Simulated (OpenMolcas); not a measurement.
## Tc³⁺: effect of the active space

```
Program             : OpenMolcas
Method              : CASSCF or its RAS form
Basis               : ANO-RCC-VDZP
Scalar Hamiltonian  : DKH2, point nucleus
Spin-orbit coupling : RASSI with atomic mean-field integrals over the reference wave functions, term energies averaged over their components
```

A. 4 electrons in 5 orbitals (4d); 2S+1 = 5 even, 5 roots; 2S+1 = 3 even, 45 roots; 2S+1 = 1 even, 50 roots; cost roughly 21 core-seconds
B. 4 electrons in 9 orbitals (RAS2 4d 5s; RAS3 5p, at most 2 electrons); 2S+1 = 5 even, 15 roots; 2S+1 = 3 even, 90 roots kept (CI in the orbitals of an earlier block); 2S+1 = 1 even, 90 roots kept (CI in the orbitals of an earlier block, 85 in the spin-orbit step); 2S+1 = 5 odd, 30 roots (21 in the spin-orbit step); 2S+1 = 3 odd, 84 roots kept (CI in the orbitals of an earlier block, 5 in the spin-orbit step); 2S+1 = 1 odd, 84 roots kept (CI in the orbitals of an earlier block, 0 in the spin-orbit step); cost about 80 core-seconds

Energies in eV above 4d⁴ ⁵D₀.

```tsv
Level	A	B
4d⁴ ⁵D₀	0.0000	0.0000
4d⁴ ⁵D₁	0.0416	0.0437
4d⁴ ⁵D₂	0.1158	0.1210
4d⁴ ⁵D₃	0.2134	0.2217
4d⁴ ⁵D₄	0.3279	0.3390
4d⁴ ³H₄	2.2419	2.2925
4d⁴ ³P₀(1)	2.2585	2.2098
4d⁴ ³H₅	2.3362	2.3940
4d⁴ ³H₆	2.4220	2.4845
4d⁴ ³P₁(1)	2.4831	2.4434
4d⁴ ³F₃(1) [69 %]	2.6023	2.6210
4d⁴ ³F₂(1)	2.6279	2.6357
4d⁴ ³F₄(1) [74 %]	2.6543	2.6759
4d⁴ ³P₂(1)	2.8132	2.7871
4d⁴ ³G₃ [69 %]	2.9063	2.9533
4d⁴ ³G₄	2.9670	3.0196
4d⁴ ³G₅	3.0232	3.0861
4d⁴ ¹I₆	3.4775	3.5769
4d⁴ ³D₃	3.6258	3.6774
4d⁴ ³D₂	3.6533	3.7009
4d⁴ ³D₁	3.7017	3.7569
4d⁴ ¹G₄(1)	3.7386	3.8026
4d⁴ ¹S₀(1)	4.2506	4.2978
4d⁴ ¹D₂(1)	4.4767	4.4695
```

Between A and B the level of the table that moves most is 4d⁴ ¹I₆, by 800 cm-1 (lowest in A, highest in B).

Without dynamic correlation excited terms often stand tens of per cent too high (terms of higher spin than the ground term too low), and those without a measured partner can miss by more than the paired ones. The basis is small and was not contracted for so high a charge. Some high roots are left out of the spin-orbit mixing, which shifts the levels that they would mix with (holds for B). Terms from blocks run as CI alone lack orbitals of their own (holds for B). Only configurations of the active space appear. Levels that lie high or do not pair safely by name in every column are left out.

A share in square brackets marks a mixed level and gives the weight of the term that names it, the lowest over the columns. A number in round brackets counts repeated terms of one configuration in the order of the reference energies.
